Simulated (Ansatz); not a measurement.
`[SiH3]O[Si]Br` + `N#CO` → `N#CO[SiH3]` + `O[Si]Br` at 600 K and 1 bar (ligand exchange at the Si–O bond).

Computed with Ansatz on PBE0-D4/def2-TZVP structures; ΔE is electronic, products minus reactants. CCSD(T)/CBS is the MP2 limit (def2-TZVPP, def2-QZVPP) plus CCSD(T) − MP2 in def2-TZVPP, frozen cores. This one scheme is used for every species. For Br outer-core shells are correlated without core-valence functions, which leaves a few kJ/mol of doubt a bond. Scalar relativity is left out up to krypton. Each species was taken in one conformer, which may not be the lowest.

```
        species  CCSD(T)/CBS energy (Eh)  H − E (kJ/mol)  S (J/(mol·K))
`[SiH3]O[Si]Br`              -3228.55316           132.9          425.8
         `N#CO`               -168.48100            84.3          277.2
   `N#CO[SiH3]`               -458.79584           144.5          367.3
      `O[Si]Br`              -2938.23569            72.2          335.6
```

H − E and S are ideal-gas, rigid-rotor, harmonic terms from PBE0-D4/def2-TZVP, for one conformer and one mirror image of each species. 1 Eh = 2625.50 kJ/mol, R = 8.31446 J/(mol·K).

Problem. By hand: ΔE, ΔH, ΔS and ΔG.

Solution. ΔE = (-458.79584) + (-2938.23569) − (-3228.55316) − (-168.48100) = 0.00263 Eh = 6.9 kJ/mol. Δ(H − E) = 144.5 + 72.2 − 132.9 − 84.3 = -0.5, so ΔH = 6.4 kJ/mol. ΔS = 367.3 + 335.6 − 425.8 − 277.2 = -0.1 J/(mol·K). ΔG = 6.4 − 600 × (-0.1)/1000 = 6.5 kJ/mol.

Problem. By hand: the equilibrium constant, and the temperature at which ΔG would vanish if ΔH and ΔS stayed fixed.

Solution. log₁₀ K = −ΔG/(RT ln 10) = -0.6. ΔH and −TΔS have one sign here, so there is no such temperature.

The number of gas molecules stays the same, so ΔS is small and ΔH decides. A doubt of 5 kJ/mol in ΔE shifts log₁₀ K by 0.4 here. Other conformers and mirror images would add mixing entropy, several J/(mol·K) or more a flexible species. These are equilibria of isolated gas molecules and say nothing of rates. Largest T1 diagnostic: 0.014 (customary marks: 0.02 for closed shells, 0.045 for open ones).

ΔS is within the doubt of such terms, so its sign, and with it that verdict, could turn.
